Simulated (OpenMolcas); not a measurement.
## Er2+: effect of the IPEA shift

```yaml
Program: OpenMolcas 26.06
Basis: ANO-RCC-VTZP [8s7p5d3f2g1h]
Scalar_Hamiltonian: DKH2, point nucleus
Active_space: 12 electrons in 7 orbitals (4f)
State_averaging: 2S+1 = 3 even, 21 roots; 2S+1 = 1 even, 28 roots (27 in the spin-orbit step)
Spin-orbit_coupling: state interaction with AMFI integrals over the reference wave functions, term energies averaged over their components
```

Methods on the same reference wave functions:
A. CASSCF
B. SS-CASPT2, IPEA 0 Eh, imaginary shift 0.1 Eh (closed shells correlated: 5s 5p)
C. SS-CASPT2, IPEA 0.25 Eh, imaginary shift 0.1 Eh (closed shells correlated: 5s 5p)

Energies in cm⁻¹ above 4f¹² ³H₆, the measured ground level; measured values from Martin, Zalubas and Hagan, Atomic Energy Levels: The Rare-Earth Elements, NSRDS-NBS 60 (1978); the list in Deprince et al., Eur. Phys. J. D 78, 105 (2024).

| Level | A | B | C | Measured |
| --- | --- | --- | --- | --- |
| 4f¹² ³H₆ | 0.0 | 0.0 | 0.0 | 0.0 |
| 4f¹² ³F₄ [51 %] | 6271 | 4930 | 5040 |  |
| 4f¹² ³H₅ | 7071 | 7090 | 7090 | 6970 |
| 4f¹² ³H₄ [60 %] | 11552 | 10900 | 10940 | 10785 |
| 4f¹² ³F₃ | 14442 | 12250 | 12500 | 12473 |
| 4f¹² ³F₂ | 15790 | 13250 | 13480 | 13220 |
| 4f¹² ¹G₄ [60 %] | 19099 | 18760 | 18680 | 18384 |
| 4f¹² ¹D₂ [53 %] | 31234 | 26490 | 26710 |  |
| 4f¹² ¹I₆ | 37553 | 34190 | 34100 |  |
| 4f¹² ³P₁ | 41470 | 35000 | 35410 |  |
| 4f¹² ³P₂ [67 %] | 41877 | 36010 | 36330 |  |
| 4f¹² ³P₀ | 42613 | 36140 | 36550 |  |

Deviations, from unrounded energies. A percentage is the sum of absolute deviations over the sum of measured energies, with the sign that they share, or ± where signs differ.

```tsv
Against measurement	Levels	A	B	C
mean absolute deviation (cm-1)	5	1200	170	170
fine structure of the ground term (%)	2	+4.9	+1.3	+1.6
other terms of the ground configuration (%)	3	+11.9	±1.4	+1.3
```

B, C lie about equally close to measurement and A furthest from it. The largest miss of C in the table is 4f¹² ¹G₄ [60 %], by +290 cm-1. The ranking rests on the paired levels alone, and a cruder setting can come out closer through cancelling errors.

Between B and C the level of the table that moves most is 4f¹² ³P₁, by 420 cm-1 (lowest in B, highest in C). Moves below CASPT2's spread within the term are not significant.

The two smallest mean deviations differ by little beside CASPT2's spread within terms, so their order carries little weight.

From A to B the spin-free energies of the other terms of 4f¹² shown, above ³H, scale by factors of 0.70 to 0.98.

The lowest spin-free term lies below A's lowest term by 1.139 hartree in B, 1.132 hartree in C.

CASPT2 does not keep the components of a term degenerate, so their means are used; among the terms shown or strongly mixed into the levels shown the widest spread is 1700 cm-1 (4f¹² ¹I, B). Some high roots are left out of the spin-orbit mixing, which shifts the levels that they would mix with. The CASPT2 spread within a term exceeds the gap to the next term for 4f¹² ³P and 4f¹² ¹I, so the order of their levels is uncertain (figures for B; the like holds for C). Without dynamic correlation excited terms often stand tens of per cent too high (terms of higher spin than the ground term too low), and those without a measured partner can miss by more than the paired ones (holds for A). Computed and measured levels are paired by configuration, term and J; levels that our copy of the source lacks, or whose pairing is in doubt (as where it misses far off the trend of its configuration), stay unpaired and out of the deviations. Levels of configurations outside the active space are missing.

A share in square brackets marks a mixed level and gives the weight of the term that names it, the lowest over the columns.
